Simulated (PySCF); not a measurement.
## Stretching KAl

Set-up: K def2-SVPD, Al def2-SVPD; no relativity (PySCF 2.14). Energies in eV from K + Al in their ground configurations at the same level. State: ³Π (triplet), unpaired electrons σ ↑, π ↑.

| R (Å) | UHF-CCSD | B3LYP | UHF | UHF-MP2 |
| --- | --- | --- | --- | --- |
| 2.926 |  | -0.2577 | 0.1486 | -0.1547 |
| 3.062 | -0.3011 | -0.3803 | -0.0163 | -0.2960 |
| 3.198 | -0.3846 | -0.4495 | -0.1163 | -0.3788 |
| 3.300 | -0.4188 | -0.4758 | -0.1596 | -0.4121 |
| 3.402 | -0.4347 | -0.4860 | -0.1827 | -0.4271 |
| 3.504 | -0.4366 | -0.4841 | -0.1907 | -0.4279 |
| 3.640 | -0.4237 | -0.4685 | -0.1852 | -0.4129 |
| 3.810 | -0.3914 | -0.4353 | -0.1639 | -0.3766 |
| 4.014 | -0.3406 | -0.3856 | -0.1320 | -0.3195 |
| 4.287 |  | -0.3152 | -0.0942 | -0.2431 |

Problem. Put a parabola through the three lowest points of the UHF-CCSD curve and estimate Re, k and ωe (reduced mass 15.94 u; 1 eV/Å² = 0.16022 mdyn/Å; ωe = 1302.8·√(k/μ) cm⁻¹).

Solution. Through R = 3.402, 3.504, 3.64 Å the second-order coefficient is 0.477 eV/Å², so Re ≈ 3.473 Å, k ≈ 0.153 mdyn/Å and ωe ≈ 128 cm⁻¹. A polynomial fit of higher order to the unrounded UHF-CCSD energies gives Re = 3.469 Å, k = 0.175 mdyn/Å, ωe = 137 cm⁻¹; anharmonicity and rounding make the difference.

The higher-order fit for each curve: UHF-CCSD: Re = 3.469 Å, ωe = 137 cm⁻¹, De = 0.437 eV; B3LYP: Re = 3.434 Å, ωe = 133 cm⁻¹, De = 0.487 eV; UHF: Re = 3.523 Å, ωe = 128 cm⁻¹, De = 0.191 eV; UHF-MP2: Re = 3.459 Å, ωe = 141 cm⁻¹, De = 0.429 eV.

Correlated steps freeze 10 core orbitals. Correlated levels converge slowly with the basis: in double zeta they bind strong bonds too weakly, by up to about 1 eV, and carry superposition errors of some tenths. The state is the lowest determinant that a PBE0 search found; another state may lie lower at other levels.
